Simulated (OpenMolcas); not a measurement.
# OpenMolcas run: Xe3+

Input:

```
&GATEWAY
Coord
1

Xe 0.0 0.0 0.0
Basis=ANO-RCC-VTZP
Group=XYZ
NoMove
AngMom=0.0 0.0 0.0
AMFI
RX2C
&SEWARD
&RASSCF
FileOrb=start.orb
Symmetry=2
Spin=4
nActEl=5 0 0
Inactive=14 9
Ras2=1 3
CIRoot=1 1 1
SDav=1
CIMx=300
Iter=120 100
PrWF=0.3
OrbListing=Nothing
MaxOrb=0
Atom
>>> COPY $Project.JobIph JOBPRE
&RASSCF
FileOrb=start.orb
Symmetry=2
Spin=4
nActEl=5 0 2
Inactive=14 9
Ras2=1 3
Ras3=5 0
CIRoot=1 1 1
SDav=186
CIMx=300
Iter=120 100
PrWF=0.3
OrbListing=Nothing
MaxOrb=0
Thrs=2.0e-7 1.0e-1 5.0e-4
Atom
>>> COPY $Project.JobIph JOB001
&RASSCF
FileOrb=start.orb
Symmetry=2
Spin=2
nActEl=5 0 2
Inactive=14 9
Ras2=1 3
Ras3=5 0
CIRoot=23 23 1
SDav=381
CIMx=300
Iter=120 100
PrWF=0.3
OrbListing=Nothing
MaxOrb=0
Thrs=2.0e-7 1.0e-1 5.0e-4
Atom
CIOnly
>>> COPY $Project.JobIph JOB002
&RASSCF
FileOrb=start.orb
Symmetry=1
Spin=4
nActEl=5 0 2
Inactive=14 9
Ras2=1 3
Ras3=5 0
CIRoot=3 3 1
SDav=198
CIMx=300
Iter=120 100
PrWF=0.3
OrbListing=Nothing
MaxOrb=0
Thrs=2.0e-7 1.0e-1 5.0e-4
Atom
>>> COPY $Project.JobIph JOB003
&RASSCF
FileOrb=start.orb
Symmetry=1
Spin=2
nActEl=5 0 2
Inactive=14 9
Ras2=1 3
Ras3=5 0
CIRoot=21 21 1
SDav=354
CIMx=300
Iter=120 100
PrWF=0.3
OrbListing=Nothing
MaxOrb=0
Thrs=2.0e-7 1.0e-1 5.0e-4
Atom
CIOnly
>>> COPY $Project.JobIph JOB004
&RASSI
NrOfJobIphs=4 1 8 3 8
1
1 2 3 4 5 6 7 8
1 2 3
1 2 3 4 5 6 7 8
IphNames
JOB001
JOB002
JOB003
JOB004
EJob
SpinOrbit
DIPRint=1.0
SOCoupling=1000.0
Subsets=2
MEES
Property=10
'ANGMOM' 1 'ANGMOM' 2 'ANGMOM' 3 'MLTPL  1' 1 'MLTPL  1' 2 'MLTPL  1' 3
'AMFI' 1 'AMFI' 2 'AMFI' 3 'MLTPL  2' 6
SOProperty=3
'ANGMOM' 1 'ANGMOM' 2 'ANGMOM' 3
```

Launched by
```bash
OMP_NUM_THREADS=1 MOLCAS_MEM=2252 MOLCAS_PROJECT=a pymolcas a.inp > a.log  # once for each step of the input, in one work folder
```

A driver script runs the steps one by one and writes start.orb anew before each from the orbitals found so far, so a CI-only block uses the converged orbitals of the first block.

Output, cut to the results:

```
--- SEWARD ---
Basis set label: XE.ANO-RCC...7S6P4D2F1G.

      Electronic valence basis set:
      ------------------
      Associated Effective Charge  54.000000 au
      Associated Actual Charge     54.000000 au
      Nuclear Model: Point charge

      Shell  nPrim  nBasis  Cartesian Spherical Contaminant
         s      22       7        X
         p      19       6        X
         d      13       4                 X
         f       5       2                 X
         g       3       1                 X
RX2C
                  Relativistic X2C integrals
                  Atomic mean-field integrals
--- RASSCF ---
Wave function specifications:
      -----------------------------

      Number of closed shell electrons          46
      Number of electrons in active shells       5
      Max number of holes in RAS1 space          0
      Max nr of electrons in RAS3 space          2
      Number of inactive orbitals               23
      Number of active orbitals                  9
      Number of secondary orbitals              36
      Spin quantum number                      1.5
      State symmetry                             2
Orbital specifications:
      -----------------------

      Symmetry species                           1   2
                                                ag  au
      Frozen orbitals                            0   0
      Inactive orbitals                         14   9
      Active orbitals                            6   3
      RAS1 orbitals                              0   0
      RAS2 orbitals                              1   3
      RAS3 orbitals                              5   0
      Secondary orbitals                        16  20
      Deleted orbitals                           0   0
      Number of basis functions                 36  32
      Number of CSFs                           186
      Number of root(s) required                 1
      Iter CI   SX   CI       RASSCF       Energy    max ROT     max BLB   max BLB  Level Ln srch  Step   QN
          iter iter root      energy       change     param      element    value   shift minimum  type update
 Nr of preliminary CI iterations:   1
      Total energies have been shifted. Add                -7000.00 au
        1   1    3    1  -441.30443859    0.00E+00   4.98E-06   15  21 1 -2.93E-06   0.00   0.00    SX    NO
        2   1    3    1  -441.30443859   -1.73E-11  -8.27E-07   15  21 1 -8.51E-07   0.00   0.00    SX    NO
        3   1    2    1  -441.30443859    9.09E-13   1.21E-07   12  19 1  1.34E-07   0.00   0.00    SX    NO
        4   1    2    1  -441.30443859   -9.09E-13   2.72E-08   15  21 1 -7.14E-08   0.00   0.00    SX    NO
      Convergence after  4 iterations
        5   1    2    1  -441.30443859    5.46E-12   2.72E-08   15  22 1 -4.71E-08   0.00   0.00    SX    NO
      Natural orbitals and occupation numbers for root  1
      sym 1:   1.971102   0.007941   0.007941   0.007941   0.007941   0.007941
      sym 2:   0.996398   0.996398   0.996398
::    RASSCF root number  1 Total energy:  -7441.30443859
--- RASSCF ---
Wave function specifications:
      -----------------------------

      Number of closed shell electrons          46
      Number of electrons in active shells       5
      Max number of holes in RAS1 space          0
      Max nr of electrons in RAS3 space          2
      Number of inactive orbitals               23
      Number of active orbitals                  9
      Number of secondary orbitals              36
      Spin quantum number                      0.5
      State symmetry                             2
Orbital specifications:
      -----------------------

      Symmetry species                           1   2
                                                ag  au
      Frozen orbitals                            0   0
      Inactive orbitals                         14   9
      Active orbitals                            6   3
      RAS1 orbitals                              0   0
      RAS2 orbitals                              1   3
      RAS3 orbitals                              5   0
      Secondary orbitals                        16  20
      Deleted orbitals                           0   0
      Number of basis functions                 36  32
      Number of CSFs                           381
      Number of root(s) required                23
      Iter CI   SX   CI       RASSCF       Energy    max ROT     max BLB   max BLB  Level Ln srch  Step   QN
...
--- RASSI ---
SPIN-FREE ENERGIES:
  (Shifted by EMIN (a.u.) =      -7441.3044385905)

 SF State       Relative EMIN(au)   Rel lowest level(eV)    D:o, cm**(-1)      L_eff

     1             0.0000000000        0.0000000000              0.0000         0.0
     2             0.0839720083        2.2849947513          18429.7256         2.0
     3             0.0839720083        2.2849947513          18429.7256         2.0
     4             0.0839720083        2.2849947513          18429.7256         2.0
     5             0.0839720083        2.2849947513          18429.7256         2.0
     6             0.0839720083        2.2849947513          18429.7256         2.0
     7             0.1330869600        3.6214806718          29209.2115         1.0
     8             0.1330869600        3.6214806718          29209.2115         1.0
     9             0.1330869600        3.6214806718          29209.2115         1.0
    10             0.4515856703       12.2882720975          99111.5985         1.0
    11             0.4515856703       12.2882720975          99111.5985         1.0
    12             0.4515856703       12.2882720975          99111.5985         1.0
    13             0.5617729294       15.2866201650         123294.9066         2.0
    14             0.5617729294       15.2866201650         123294.9066         2.0
    15             0.5617729294       15.2866201650         123294.9066         2.0
    16             0.5617729294       15.2866201650         123294.9066         2.0
    17             0.5617729294       15.2866201650         123294.9066         2.0
    18             0.6403410763       17.4245683564         140538.6217         1.0
    19             0.6403410763       17.4245683564         140538.6217         1.0
    20             0.6403410763       17.4245683564         140538.6217         1.0
     Dipole printing threshold changed to   1.00000000E+00

++ Dipole transition strengths (spin-free states):
...
```

Levels above the lowest, from the spin-orbit matrix, grouped by J:

| Configuration | Term | J | E (cm-1) | Measured (cm-1) | Term weight % | Second |
| --- | --- | --- | --- | --- | --- | --- |
| 5s2 5p3 | 4S* | 3/2 | 0.0 | 0.0 | 92 | 7 2P* |
| 5s2 5p3 | 2D* | 3/2 | 16622 | 13267 | 79 | 16 2P* |
| 5s2 5p3 | 2D* | 5/2 | 20506 | 17511 | 100 |  |
| 5s2 5p3 | 2P* | 1/2 | 31366 | 28036 | 100 |  |
| 5s2 5p3 | 2P* | 3/2 | 37197 | 35650 | 77 | 20 2D* |
| 5s 5p4 | 4P | 5/2 | 96771 | 99664 | 97 | 3 2D |
| 5s 5p4 | 4P | 3/2 | 103173 | 106923 | 98 |  |
| 5s 5p4 | 4P | 1/2 | 106980 | 109254 | 100 |  |

Against the 7 measured excited levels shown (Saloman, J. Phys. Chem. Ref. Data 33, 765 (2004)) the mean absolute deviation is 2900 cm-1; the largest miss in energy is 5s 5p4 4P 3/2: computed 103173, measured 106923 cm-1 (-3.5 %), and the largest in proportion 5s2 5p3 2D* 3/2 (+25.3 %).

Terms from blocks run as CI alone lack orbitals of their own. The run also gave levels led by 5s2 5p2 5d, which use shells meant for correlation; these and all levels above them are left out. Some terms mix strongly with configurations of 5d, whose occupation reaches 0.15 (5s 5p4 4P). Computed and measured levels are paired by configuration, term and J; levels that our copy of the source lacks, or whose pairing is in doubt (as where it misses far off the trend of its configuration), stay unpaired and out of the deviations. Levels of configurations outside the active space are missing. The first state left out of the spin-orbit step lies near 150000 cm-1 above the lowest spin-free state of the reference (among the parities and spins computed), and the list stops at four fifths of that energy or lower.

The RASSCF and RASSI steps took 20 s on 1 thread of Arm Neoverse V1, on a shared host; the integral step is not counted.

The term weight is that of the spin-free term in the level, not the purity of its configuration. * marks odd parity.
